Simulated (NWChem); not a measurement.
Species: SiHSCl3; SMILES Cl[Si](Cl)(S)Cl

```xyz
6

S      1.2555    -1.6255     0.5010
Si     0.0008     0.0015     0.0005
Cl     0.8192     1.1927    -1.4502
Cl    -1.7388    -0.8152    -0.6870
Cl    -0.3965     1.1998     1.6128
H      2.2758    -0.8287     0.8937
```
Atoms are numbered in this order, from 1.

Program: NWChem. The geometry was optimised at PBE0/def2-SVP.

Q: Estimate the computed values for PBE0/STO-3G. Quantities: highest occupied level (eV); orbital gap (eV); dipole (D).

A: 
```yaml
highest occupied level (eV): -5.68
orbital gap (eV): 7.07
dipole (D): 2.61
```
